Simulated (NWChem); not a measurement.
Species: CH5BO2; SMILES CB(O)O

```xyz
9

B     -0.0029     0.1163     0.0005
C     -0.0693    -1.4745     0.0027
H      0.4352    -1.8915    -0.8798
H     -1.0889    -1.8784     0.0097
H      0.4465    -1.8898     0.8794
O     -1.1123     0.9187    -0.0011
H     -1.9276     0.4014    -0.0009
O      1.1893     0.7933    -0.0003
H      1.9450     0.1917     0.0011
```
Atoms are numbered in this order, from 1.

All runs use the structure optimised with B3LYP/6-31G* (spherical d).

 Unshifted, non-relativistic core excitations; the lowest 4 roots alone, so stronger bands may lie above.

Question: List the first B K-edge excitations from B3LYP/6-311G** (spherical d), restricted-window TDA (NWChem).

Answer: 
```json
[
 {"state": "S1", "energy (eV)": "183.3", "dipole oscillator strength": "0.0643", "leading excitation (squared amplitude)": "1s of atom 1 or its equivalents → LUMO+1 (0.98)"},
 {"state": "S2", "energy (eV)": "183.6", "dipole oscillator strength": "0.0014", "leading excitation (squared amplitude)": "1s of atom 1 or its equivalents → LUMO (0.99)"},
 {"state": "S3", "energy (eV)": "184.8", "dipole oscillator strength": "0.0006", "leading excitation (squared amplitude)": "1s of atom 1 or its equivalents → LUMO+2 (1.00)"},
 {"state": "S4", "energy (eV)": "185.5", "dipole oscillator strength": "0.0039", "leading excitation (squared amplitude)": "1s of atom 1 or its equivalents → LUMO+3 (0.99)"}
]
```
